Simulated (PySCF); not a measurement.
**Functional dependence of a UV spectrum**

Compound: BH6OPSi.
Bonds: B1–P2, P2–Si3, Si3–O4. Hydrogens: H5, H6 on B1; H7 on P2; H8, H9 on Si3; H10 on O4.

Linear-response calculations in the def2-SVPD basis (PySCF; singlets by full response, triplets Tamm–Dancoff, core orbitals frozen in the response; HF means time-dependent Hartree–Fock). 'Strongest' is the level of largest summed f among the singlets computed (10 roots, of which the last may lack a degenerate partner); it can jump between rows when another state enters that window. S1 is the lowest singlet of each run and needn't be the same state throughout; f(S1) is that of one state. Isolated species at its PBE0-D3(BJ)/def2-SVP geometry (one conformer only).

| functional | kind | S1 (eV) | f(S1) | strongest (eV) | T1 (eV) | HOMO (eV) | gap (eV) | ionisation energy, ΔSCF (eV) |
| --- | --- | --- | --- | --- | --- | --- | --- | --- |
| LDA | LDA | 4.54 | 0.020 | 4.72 | 3.31 | -6.61 | 3.72 | 9.62 |
| PBE | GGA | 4.63 | 0.042 | 5.64 | 3.22 | -6.49 | 3.81 | 9.43 |
| B3LYP | global hybrid, 20% exact exchange | 4.83 | 0.111 | 4.83 | 3.45 | -7.25 | 5.30 | 9.48 |
| PBE0 | global hybrid, 25% exact exchange | 4.89 | 0.110 | 4.89 | 3.41 | -7.48 | 5.70 | 9.45 |
| BHandHLYP | global hybrid, 50% exact exchange | 5.08 | 0.121 | 7.29 | 3.69 | -8.30 | 7.53 | 9.31 |
| CAM-B3LYP | range-separated hybrid | 4.95 | 0.115 | 4.95 | 3.57 | -8.67 | 7.98 | 9.47 |
| wB97X-D | range-separated hybrid | 5.01 | 0.120 | 5.01 | 3.70 | -9.23 | 9.28 | 9.48 |
| LC-wPBE | range-separated hybrid | 5.12 | 0.113 | 6.99 | 3.63 | -9.98 | 10.38 | 9.46 |
| HF | Hartree–Fock | 5.51 | 0.127 | 7.70 | 3.91 | -9.63 | 11.18 | not settled |

S1 runs from 4.54 eV (LDA) to 5.51 eV (HF), a spread of 0.96 eV, while the orbital gap spreads over 7.5 eV. Along PBE (0%), B3LYP (20%), PBE0 (25%), BHandHLYP (50%), HF (100%) S1 rises with the share of exact exchange. −ε(HOMO) comes closest to its own ΔSCF ionisation energy with wB97X-D (-0.25 eV) and misses most with LDA (-3.00 eV). 'Not settled' means that the ion's SCF failed to converge or may have ended in another state than the lowest.
